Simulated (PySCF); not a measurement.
C$_{3}$H$_{10}$O$_{3}$Sn, triplet, at the geometry of the source list (a higher spin typed on purpose: for a closed-shell molecule this is an excited state) (all electrons, no relativity); PBE/STO-3G in PySCF.

Input for PySCF:
```python
from pyscf import gto, scf, dft

mol = gto.M(
    atom='''
C    -1.067800   -1.509700   -0.604200
C    -1.053300   -0.204200    0.152600
C    -1.641800    0.943800   -0.631400
Sn    1.057100    0.273000    0.716100
O     2.259000   -0.038800   -0.857600
O     1.842900   -0.867200    2.139400
O     1.483700    2.144800    1.248200
H    -0.512800   -1.425200   -1.533700
H    -0.635600   -2.315800   -0.015000
H    -2.098300   -1.774100   -0.840400
H    -1.549000   -0.308600    1.120100
H    -2.693300    0.736900   -0.829000
H    -1.134100    1.063600   -1.586100
H    -1.579500    1.879600   -0.078200
H     3.170600    0.208300   -0.712700
H     2.459900   -1.521000    1.804800
H     1.692500    2.714600    0.507000
''',
    basis='sto-3g',
    charge=0,
    spin=2,
    verbose=4,
)

mf = dft.UKS(mol)
mf.xc = 'pbe'
mf.kernel()
```

Output, abridged:

```
PySCF version 2.14.0

[INPUT] verbose = 4
[INPUT] num. atoms = 17
[INPUT] num. electrons = 102
[INPUT] charge = 0
[INPUT] spin (= nelec alpha-beta = 2S) = 2
[INPUT] symmetry False subgroup None
[INPUT] Mole.unit = angstrom
[INPUT] Symbol           X                Y                Z      unit          X                Y                Z       unit  Magmom
[...]
nuclear repulsion = 796.37283308609
number of shells = 39
number of NR pGTOs = 201
number of NR cGTOs = 67
basis = sto-3g
ecp = {}

******** <class 'pyscf.dft.uks.UKS'> ********
method = UKS
initial guess = minao
damping factor = 0
level_shift factor = 0
DIIS = <class 'pyscf.scf.diis.CDIIS'>
diis_start_cycle = 1
diis_space = 8
diis_damp = 0
SCF conv_tol = 1e-09
SCF conv_tol_grad = None
SCF max_cycles = 50
direct_scf = True
direct_scf_tol = 1e-13
number electrons alpha = 52  beta = 50
XC library pyscf.dft.libxc version 7.1.2
    S. Lehtola, C. Steigemann, M. J. T. Oliveira, and M. A. L. Marques,  SoftwareX 7, 1–5 (2018)
XC functionals = pbe
    J. P. Perdew, K. Burke, and M. Ernzerhof,  Phys. Rev. Lett. 77, 3865 (1996)
    J. P. Perdew, K. Burke, and M. Ernzerhof,  Phys. Rev. Lett. 78, 1396 (1997)
    J. P. Perdew, K. Burke, and M. Ernzerhof,  Phys. Rev. Lett. 77, 3865 (1996)
    J. P. Perdew, K. Burke, and M. Ernzerhof,  Phys. Rev. Lett. 78, 1396 (1997)
radial grids:
    Treutler-Ahlrichs [JCP 102, 346 (1995); DOI:10.1063/1.469408] (M4) radial grids

becke partition: Becke, JCP 88, 2547 (1988); DOI:10.1063/1.454033
pruning grids: <function nwchem_prune>
grids dens level: 3
symmetrized grids: False
atomic radii adjust function: <function treutler_atomic_radii_adjust>
small_rho_cutoff = 0
Set gradient conv threshold to 3.16228e-05
tot grids = 204640
init E= -6289.93111735543

cycle= 1 E= -6304.93991144335  delta_E=  -15  |g|= 0.762  |ddm|= 3.71
cycle= 2 E= -6299.71964883008  delta_E= 5.22  |g|= 2.34  |ddm|= 5.65

cycle= 3 E= -6304.81966475058  delta_E= -5.1  |g|= 0.958  |ddm|= 5.46

cycle= 4 E= -6305.29780221516  delta_E= -0.478  |g|= 0.513  |ddm|= 2.87

cycle= 5 E= -6305.28434074594  delta_E= 0.0135  |g|= 0.533  |ddm|= 2.37

cycle= 6 E= -6305.33150842761  delta_E= -0.0472  |g|= 0.481  |ddm|=  1.7

cycle= 7 E= -6305.55228062875  delta_E= -0.221  |g|= 0.146  |ddm|= 1.45

cycle= 8 E= -6305.42575467854  delta_E= 0.127  |g|= 0.372  |ddm|= 1.43

cycle= 9 E= -6305.50544460952  delta_E= -0.0797  |g|= 0.256  |ddm|= 1.33

cycle= 10 E= -6305.52925956608  delta_E= -0.0238  |g|= 0.201  |ddm|= 1.21

[...]

cycle= 20 E= -6305.33720807705  delta_E= -0.000875  |g|= 0.465  |ddm|= 0.0146

cycle= 21 E= -6305.33909730373  delta_E= -0.00189  |g|= 0.463  |ddm|= 0.0177

cycle= 22 E= -6305.35435026312  delta_E= -0.0153  |g|= 0.444  |ddm|= 0.108

cycle= 23 E= -6305.39067934437  delta_E= -0.0363  |g|= 0.407  |ddm|= 1.47

cycle= 24 E= -6305.2479219263  delta_E= 0.143  |g|= 0.574  |ddm|= 1.83

cycle= 25 E= -6305.43435300324  delta_E= -0.186  |g|= 0.359  |ddm|= 0.651

cycle= 26 E= -6305.54518028688  delta_E= -0.111  |g|= 0.166  |ddm|= 1.01

cycle= 27 E= -6305.40714342444  delta_E= 0.138  |g|= 0.389  |ddm|= 1.41

cycle= 28 E= -6305.49662949577  delta_E= -0.0895  |g|= 0.278  |ddm|= 0.522

cycle= 29 E= -6305.55876233303  delta_E= -0.0621  |g|= 0.119  |ddm|= 1.07

cycle= 30 E= -6305.40258155508  delta_E= 0.156  |g|= 0.398  |ddm|= 1.34

cycle= 31 E= -6305.36081942804  delta_E= 0.0418  |g|= 0.437  |ddm|= 0.269

cycle= 32 E= -6305.55705808225  delta_E= -0.196  |g|= 0.124  |ddm|= 1.43

cycle= 33 E= -6305.54303516532  delta_E= 0.014  |g|= 0.174  |ddm|= 0.167

cycle= 34 E= -6305.55845323725  delta_E= -0.0154  |g|= 0.12  |ddm|= 0.178

cycle= 35 E= -6305.52557774603  delta_E= 0.0329  |g|= 0.219  |ddm|= 0.322

cycle= 36 E= -6305.54818780041  delta_E= -0.0226  |g|= 0.161  |ddm|= 0.27

cycle= 37 E= -6305.38382673986  delta_E= 0.164  |g|= 0.413  |ddm|= 1.38

cycle= 38 E= -6305.37041454535  delta_E= 0.0134  |g|= 0.424  |ddm|= 0.144

cycle= 39 E= -6305.3646100145  delta_E= 0.0058  |g|= 0.43  |ddm|= 0.0306

cycle= 40 E= -6305.36372954409  delta_E= 0.00088  |g|= 0.432  |ddm|= 0.0386

cycle= 41 E= -6305.3582480717  delta_E= 0.00548  |g|= 0.438  |ddm|= 0.0485

cycle= 42 E= -6305.35213306704  delta_E= 0.00612  |g|= 0.447  |ddm|= 0.0656

cycle= 43 E= -6305.52174741991  delta_E= -0.17  |g|= 0.217  |ddm|= 0.997

cycle= 44 E= -6305.49529418177  delta_E= 0.0265  |g|= 0.276  |ddm|= 1.23

cycle= 45 E= -6305.50198542119  delta_E= -0.00669  |g|= 0.267  |ddm|= 0.115

cycle= 46 E= -6305.49634067937  delta_E= 0.00564  |g|= 0.273  |ddm|= 0.122

cycle= 47 E= -6305.50968164895  delta_E= -0.0133  |g|= 0.252  |ddm|= 0.114

cycle= 48 E= -6305.49439817071  delta_E= 0.0153  |g|= 0.279  |ddm|= 0.114

cycle= 49 E= -6305.49534221458  delta_E= -0.000944  |g|= 0.278  |ddm|= 0.0572

cycle= 50 E= -6305.47509680545  delta_E= 0.0202  |g|= 0.306  |ddm|= 0.129
SCF not converged.
SCF energy = -6305.47509680545 after 50 cycles  <S^2> = 2.0031238  2S+1 = 3.0020818
```

The run did not converge; its last values are not results.
